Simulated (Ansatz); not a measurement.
`BC(=C)N1C[SiH2]1` + H₂ → `BC=C` + `C1N[SiH2]1`  (hydrogenolysis of a C–N bond)

Program: Ansatz. Geometries: PBE0-D4/def2-TZVP. ΔE: electronic, gas phase. CCSD(T)/CBS is the MP2 limit (def2-TZVPP, def2-QZVPP) plus CCSD(T) − MP2 in def2-TZVPP, frozen cores. This one scheme is used for every species. DFT in def2-TZVPP. B3LYP here is the variant with VWN-RPA as its local correlation; programs differ in this. Each species was taken in one conformer, which may not be the lowest.

```tsv
level	ΔE (kJ/mol)	difference from CCSD(T)/CBS
PBE-D4	-31.8	17.2
r2SCAN-D4	-38.3	10.7
PBE0-D4	-40.3	8.7
B3LYP-D4	-39.1	9.9
ωB97X-V	-48.2	0.8
ωB97M-V	-49.2	-0.2
B2PLYP	-51.4	-2.4
PBE	-42.5	6.5
r2SCAN	-41.6	7.4
PBE0	-49.9	-0.9
B3LYP	-56.0	-7.0
HF/def2-TZVPP	-79.6	-30.6
MP2/def2-TZVPP	-40.5	8.5
SCS-MP2/def2-TZVPP	-48.6	0.4
CCSD/def2-TZVPP	-57.2	-8.2
CCSD(T)/def2-TZVPP	-49.3	-0.3
HF/def2-QZVPP	-79.5	-30.5
MP2/def2-QZVPP	-40.3	8.7
SCS-MP2/def2-QZVPP	-48.6	0.4
HF/CBS(def2)	-79.5	-30.5
MP2/CBS(def2)	-40.1	8.9
CCSD/CBS(def2)	-56.8	-7.8
CCSD(T)/CBS	-49.0	0
```

Largest T1 diagnostic among the species: 0.013.

From PBE to PBE0 (25 % exact exchange), in def2-TZVPP and without D4, ΔE moves by −7.4 kJ/mol. The D4 term adds +16.8 kJ/mol with B3LYP and +9.6 kJ/mol with PBE0; it sums over pairs of atoms, weighted by their polarisabilities, and B3LYP, whose exchange is more repulsive, gets the larger term. In def2-TZVPP, CCSD(T) changes the Hartree–Fock value by +30.3 kJ/mol (the triples alone add +7.8 kJ/mol) and MP2 by +39.1 kJ/mol.
